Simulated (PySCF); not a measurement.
AlBClH$_{2}$O (calculated)

Calculation on a computer-drawn molecule: the log of a Hartree-Fock and frozen-core CCSD(T) single point meant for a local Hartree-Fock minimum, with one planted fault or none, to be diagnosed. Offsets are logged minus clean, where the clean run is the same molecule without the fault. The reference is restricted for singlets and unrestricted otherwise, and also for a bond in bohr or an excited solution. Adding or removing an electron swaps singlet and doublet. The excited solution moves the top pair (singlet) or top alpha electron (doublet) to the lowest empty orbital. Highest occupied and lowest empty are orbital energies over both spins, largest force is the largest gradient component, triples share is (T) over the correlation energy, the T1 limit is 0.02 restricted and 0.045 unrestricted, electrons count all cores, a negative frequency is imaginary (commonest isotopes), and the dipole is about the centre of nuclear charge. Program: PySCF 2.14.0.

```xyz
6
formula=AlBClH2O meant_charge=1 meant_multiplicity=1 meant_basis=cc-pV(D+d)Z logged_electrons=44 logged_basis_functions=84 logged_SCF_converged=yes logged_spin_squared=0 logged_highest_occupied=-17.185 logged_lowest_empty=-3.3167 logged_largest_force=2.653e-05 logged_lowest_frequency=91.749 logged_T1_diagnostic=0.015878 logged_D1_diagnostic=0.042211 logged_triples_share=0.025257 logged_CC_converged=yes logged_dipole_magnitude=8.1722 logged_SCF_stable_within_its_kind=yes logged_energy_HF=-802.04808 logged_energy_CCSD(T)=-802.52762 possible_faults=no_fault,one_electron_removed,one_electron_added,multiplicity_raised_by_two,geometry_at_a_saddle_point,SCF_held_on_an_excited_solution,minimal_basis_STO-3G,one_bond_length_entered_in_bohr,all_coordinates_scaled planted_fault=no_fault HF_energy_offset_from_clean_run=0 CCSD(T)_energy_offset_from_clean_run=0
B     -0.7828     1.0801     1.5186
O     -0.7952    -0.0944     1.2057
Al    -0.6969    -1.8871     0.7649
Cl     1.1960    -2.5782     1.1313
H     -0.7751     2.2105     1.8186
H     -2.0397    -2.4198     0.2375
```

Units: logged_highest_occupied, logged_lowest_empty in eV; logged_largest_force in hartree/bohr; logged_lowest_frequency in cm⁻¹; logged_dipole_magnitude in debye; logged_energy_HF, logged_energy_CCSD(T) in hartree; HF_energy_offset_from_clean_run, CCSD(T)_energy_offset_from_clean_run in kcal/mol.

Drawn bonds:
```csv
atom,other atom,order
1,2,1
2,3,1
3,4,1
1,5,1
3,6,1
```
